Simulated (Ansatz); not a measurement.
```yaml
crystal:
  periodic: [false, false, false]
  atoms:
    - {symbol: C, position_ang: [1.923384, -0.730249, -2.296867]}
    - {symbol: O, position_ang: [0.567737, -0.727098, -1.981108]}
    - {symbol: Mo, position_ang: [-0.597125, 0.082736, -0.797091]}
    - {symbol: O, position_ang: [-2.068603, -0.194971, -1.512152]}
    - {symbol: Cl, position_ang: [0.451286, 2.068953, -1.515104]}
    - {symbol: O, position_ang: [-1.159670, 1.141706, 0.633492]}
    - {symbol: C, position_ang: [-0.552066, 2.004652, 1.544665]}
    - {symbol: O, position_ang: [-0.186785, -1.265998, 0.443248]}
    - {symbol: C, position_ang: [-0.882847, -1.644270, 1.600760]}
    - {symbol: H, position_ang: [2.261916, 0.297597, -2.470122]}
    - {symbol: H, position_ang: [2.504901, -1.165915, -1.477473]}
    - {symbol: H, position_ang: [2.074154, -1.322159, -3.202398]}
    - {symbol: H, position_ang: [0.219351, 1.487485, 2.126945]}
    - {symbol: H, position_ang: [-0.084750, 2.835727, 1.005332]}
    - {symbol: H, position_ang: [-1.314778, 2.394531, 2.222925]}
    - {symbol: H, position_ang: [-1.302018, -0.769647, 2.109882]}
    - {symbol: H, position_ang: [-0.189854, -2.157634, 2.271832]}
    - {symbol: H, position_ang: [-1.701834, -2.323945, 1.345034]}
basis:
  gaussian: {orbitals: x2c-TZVPPall}
magnetization: {spin_polarized: true, initial_magnetization: 4}
hamiltonian: {xc: {name: B97}}
output: {forces: true}
```

```sh
$ ansatz run in.yaml --threads 4 --pin off --events-out ev --progress --plain --max-ram 46080MiB --backend cuda --devices 0, --max-vram 37GiB
```

Shortened log:

```
Functional definition: B97
2581 factors; their error is unknown
mean field evaluation 1: about -134133.1046 eV, gradient 8.7e1 eV
mean field evaluation 2: about -133120.1490 eV, gradient 4.5e2 eV
mean field evaluation 4: about -134135.6359 eV, gradient 8.4e1 eV
mean field evaluation 8: about -134171.0192 eV, gradient 1.1e1 eV
mean field evaluation 16: about -134171.6506 eV, gradient 3.8e-1 eV
mean field evaluation 32: about -134171.8127 eV, gradient 2.7e-5 eV
mean field -134171.82450818 eV, -4930.7236057467 hartree, gradient 1.6e-6 eV, S^2 6.015166; 19 other end points of the search recorded, 0 dependent functions left out
reference -134171.82455717 eV, -4930.7236075469 hartree; 61, 57 occupied and 403, 407 virtual orbitals, 2581 factors
Total energy: -134171.82455717 eV, -4930.7236075469 hartree
Relativity: scalar
Atom 0 at     1.923384    -0.730249    -2.296867 Å, force    -0.285960    -0.654133    -0.124546 eV/Å
Atom 1 at     0.567737    -0.727098    -1.981108 Å, force     4.041142    -2.784316    -4.997492 eV/Å
Atom 2 at    -0.597125     0.082736    -0.797091 Å, force     4.092899     3.293508     2.981274 eV/Å
Atom 3 at    -2.068603    -0.194971    -1.512152 Å, force    -6.681530    -1.064217    -3.058134 eV/Å
Atom 4 at     0.451286     2.068953    -1.515104 Å, force     0.510372     0.474408    -0.691076 eV/Å
Atom 5 at    -1.159670     1.141706     0.633492 Å, force    -2.265508     2.303479     4.497363 eV/Å
Atom 6 at    -0.552066     2.004652     1.544665 Å, force    -0.397043     0.371995    -0.949061 eV/Å
Atom 7 at    -0.186785    -1.265998     0.443248 Å, force     0.756734    -1.381104     1.592315 eV/Å
Atom 8 at    -0.882847    -1.644270     1.600760 Å, force     0.257945    -0.358017     0.020350 eV/Å
Atom 9 at     2.261916     0.297597    -2.470122 Å, force     0.026843    -0.038600     0.070168 eV/Å
Atom 10 at     2.504901    -1.165915    -1.477473 Å, force     0.115261     0.083369     0.195760 eV/Å
Atom 11 at     2.074154    -1.322159    -3.202398 Å, force     0.079845     0.031148    -0.085183 eV/Å
Atom 12 at     0.219351     1.487485     2.126945 Å, force    -0.014191    -0.222213     0.149482 eV/Å
Atom 13 at    -0.084750     2.835727     1.005332 Å, force     0.083156     0.088624     0.154569 eV/Å
Atom 14 at    -1.314778     2.394531     2.222925 Å, force    -0.042432    -0.064708     0.232260 eV/Å
Atom 15 at    -1.302018    -0.769647     2.109882 Å, force    -0.117557     0.021343    -0.074384 eV/Å
Atom 16 at    -0.189854    -2.157634     2.271832 Å, force    -0.031531    -0.082279     0.070097 eV/Å
Atom 17 at    -1.701834    -2.323945     1.345034 Å, force    -0.128446    -0.018286     0.016241 eV/Å
Dipole moment:     0.648762    -0.270826     0.646811 e Å
```

(1) Something in this input is off. What?

## Answers

(1) The spin is set far too high for this molecule. The run converged. The result belongs to that input, not to the molecule as meant.
